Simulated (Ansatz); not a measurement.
Ideal-gas functions of C₂H₅OSi, SMILES `[CH]=C[SiH2]O` radical at 800 K and 1 bar, from an Ansatz frequency run at PBE0-D4/def2-TZVP.

Molar mass 73.15 g/mol, point group C1 (symmetry number 1), electronic degeneracy 2, moments of inertia 30.649, 149.783, 161.121 u Å². Harmonic wavenumbers (cm⁻¹, unscaled): 81, 207, 236, 295, 532, 620, 668, 740, 839, 854, 863, 906, 915, 956, 1147, 1653, 2225, 2247, 3025, 3232, 3921.

Use S(trans) = R[1.5 ln M + 2.5 ln T − 1.1517]; rotational temperatures θ = 24.2544 K / I; S(rot) = R[ln(√π/σ · √(T³/θAθBθC)) + 1.5]; for each mode x = 1.438777 ν̃/T, S = R[x/(eˣ − 1) − ln(1 − e⁻ˣ)] and H = RT x/(eˣ − 1); 1 cm⁻¹ = 0.0119627 kJ/mol; R = 8.31446 J/(mol·K).

By hand: the entropy, in J/(mol·K).

Translation 182.9. Rotation: θ = 0.7914, 0.1619, 0.1505 K, giving 117.0. Vibration, mode by mode: 24.34, 16.58, 15.50, 13.68, 8.99, 7.83, 7.27, 6.53, 5.64, 5.52, 5.45, 5.12, 5.05, 4.76, 3.63, 1.77, 0.77, 0.75, 0.23, 0.17, 0.06, in all 139.6. Electronic 5.8. Sum 445.3 J/(mol·K).

By hand: H − E and G − E in kJ/mol, counted from the electronic energy.

Zero-point energy ½ × 26162 × 0.0119627 = 156.5; thermal vibration 56.8; translation, rotation and pV give 4 RT = 26.6. H − E = 239.9 kJ/mol, and G − E = 239.9 − 800 × 445.3/1000 = -116.3 kJ/mol.

Vibration gives 31 % of the entropy, 24.3 J/(mol·K) of it from the mode under 150 cm⁻¹: soft modes count most, and the harmonic formula is weakest for them. The sum counts one conformer and one mirror image; others add a mixing term.
